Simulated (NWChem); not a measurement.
System: C2H4N2Si; SMILES C1=NC=N[SiH2]1

Input file for NWChem:

```
start job
memory heap 200 mb stack 900 mb global 1100 mb
geometry units angstroms noautosym nocenter noautoz
  C      1.260724    -0.393628     0.000000
  N      0.521792    -1.441875     0.000000
  C     -0.880855    -1.088130     0.000000
  N     -1.310650     0.109387     0.000000
  Si     0.126358     1.141829     0.000000
  H      2.351788    -0.519827     0.000000
  H     -1.556593    -1.957284     0.000000
  H      0.224592     1.983265     1.224917
  H      0.224592     1.983265    -1.224917
end
basis spherical
  * library pcsseg-1
end
dft
  xc kt2
  iterations 150
end
property
  shielding 8 1 2 3 4 5 6 7 8
end
task dft property
```

The geometry was optimised at PBE0/def2-SVP.

GIAO values for the isolated, static molecule; σ is the absolute isotropic shielding, δ = σ(reference) − σ with the isolated reference molecule computed at the same levels (13C: tetramethylsilane, 1H: tetramethylsilane, 15N: ammonia, 29Si: tetramethylsilane).

Atoms are numbered as in the input.

Q: Give the results of this calculation. (KT2/pcSseg-1, GIAO.) Quantities: δ C1 (ppm); δ N2 (ppm); δ N4 (ppm); δ Si5 (ppm); δ H6 (ppm); δ H7 (ppm); δ H8 (ppm).

A: The δ C1 (ppm) is 186.3. The δ N2 (ppm) comes out as 438.0 and the δ N4 (ppm) is 282.0. The δ Si5 (ppm) is -19.1. The δ H6 (ppm) is 9.09, the δ H7 (ppm) is 8.87 and the δ H8 (ppm) is 5.03.
